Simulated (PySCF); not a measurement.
The geometry has D3h symmetry (within 0.05 Å) and had no frequency check at the DFT level, so a distortion to lower symmetry isn't ruled out.

Delta-SCF ions had no search for a lower state. Excitations are Tamm–Dancoff values on a coarser integration grid. The basis has no diffuse functions, so Rydberg states are missing or too high.

# boron phosphide flake of 1 rings (benzene shape) `B1PBPBP1` (charge 0, multiplicity 1)

Level of theory: ωB97X-D3(BJ)/def2-SVP // B3LYP-D3(BJ)/def2-SVP (PySCF).

```json
{
  "HOMO": "-8.74 eV",
  "dipole_moment": "0.02 D",
  "LUMO": "0.46 eV",
  "HOMO–LUMO gap": "9.21 eV",
  "S1 excitation (TDA)": "4.24 eV",
  "S1 oscillator strength": "0.000",
  "brightest of the four lowest singlets (TDA)": "5.65 eV",
  "vertical ionisation energy (Delta-SCF)": "8.53 eV",
  "total_energy": "-29986.66 eV",
  "cost": "very roughly 5 core-minutes"
}
```

Bonded distances (Å): B1–P2 1.836, B1–P6 1.836, B1–H7 1.200, P2–B3 1.836, P2–H8 1.407, B3–P4 1.836, B3–H9 1.200, P4–B5 1.836, P4–H10 1.407, B5–P6 1.836, B5–H11 1.200, P6–H12 1.407. Angles (°): P2–B1–P6 115.3, P2–B1–H7 122.3, P6–B1–H7 122.3, B1–P2–B3 124.7, B1–P2–H8 117.7, B3–P2–H8 117.7, P2–B3–P4 115.3, P2–B3–H9 122.3, P4–B3–H9 122.3, B3–P4–B5 124.7, B3–P4–H10 117.7, B5–P4–H10 117.7, P4–B5–P6 115.3, P4–B5–H11 122.3, P6–B5–H11 122.3, B1–P6–B5 124.7, B1–P6–H12 117.7, B5–P6–H12 117.7.
